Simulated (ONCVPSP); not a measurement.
arsenic: variants of one ONCV potential

Base potential:

ONCVPSP 4.0.1 input, shortened (lines: element, Z, core and valence counts, functional; n l f; lmax; l rc ep ncon nbas qcut; lloc lpopt rc5 dvloc0; l nproj debl; icmod fcfact rcfact), PBE, fully relativistic:

```
  As 33.00    6    2        4      upf
    1    0    2.00
    2    0    2.00
    2    1    6.00
    3    0    2.00
    3    1    6.00
    3    2   10.00
    4    0    2.00
    4    1    2.00
    2
    0    1.55    0.00    3    7    4.00
    1    2.00    0.00    3    7    3.40
    2    1.95    0.39    3    6    5.30
    4    5    1.25    1.00
    0    2    3.90
    1    3    3.40
    2    2    2.50
    3    1.75    1.00
```

Open shells are filled in proportion to 2j + 1.

Cutoffs, loose and tight: the cutoffs (Ha) at which the residual kinetic energy of the hardest occupied pseudo-wave falls to 1 and 0.1 mHa per electron. They do not see the model core or the augmentation charge, which bear on the density cutoff. Test errors are all-electron minus pseudo excitation energies from the reference, over the configurations 4s2 4p3; 4s2 4p1; 4s2 4p0; 4s2 4p2.5. A dash means not determined; rows that change the core or the reference have their own tests.

For the base: The cutoffs count occupied waves only; projector 2 of the d channel, the hardest unoccupied one, needs 49 Ha at the loose tolerance.

| change | outcome | cutoff, loose | cutoff, tight | bound ghosts | GHOST(+) flags above zero | largest test error (meV) |
| --- | --- | --- | --- | --- | --- | --- |
| base | generated | 15 Ha | 54 Ha | none | s | -31 |
| local potential polynomial inside 1.25 bohr (lpopt 5, dvloc0 -2 Ha) | generated | 15 Ha | 54 Ha | none | s, p3/2, p1/2 | -31 |
| local potential polynomial inside 1.25 bohr (lpopt 5, dvloc0 0.5 Ha) | generated | 15 Ha | 54 Ha | none | s, p3/2, p1/2 | -31 |
| local potential polynomial inside 1.25 bohr (lpopt 5, dvloc0 3 Ha) | generated | 15 Ha | 54 Ha | none | s | -31 |
| local potential polynomial inside 1.25 bohr (lpopt 5, dvloc0 4.5 Ha) | generated | 15 Ha | 54 Ha | none | s | -31 |
| local potential polynomial inside 1.25 bohr (lpopt 5, dvloc0 7 Ha) | generated | 15 Ha | 54 Ha | none | s | -31 |
| local potential polynomial inside 1.25 bohr (lpopt 5, dvloc0 8.5 Ha) | generated | 15 Ha | 54 Ha | none | s, d3/2 | -31 |

Reading the sweep of the dvloc0 (base included, trends over the rows without a ghost): The loose cutoff stays near 15 Ha. The median size of the test errors (rows with all tests solved) stays near 6.4 meV.
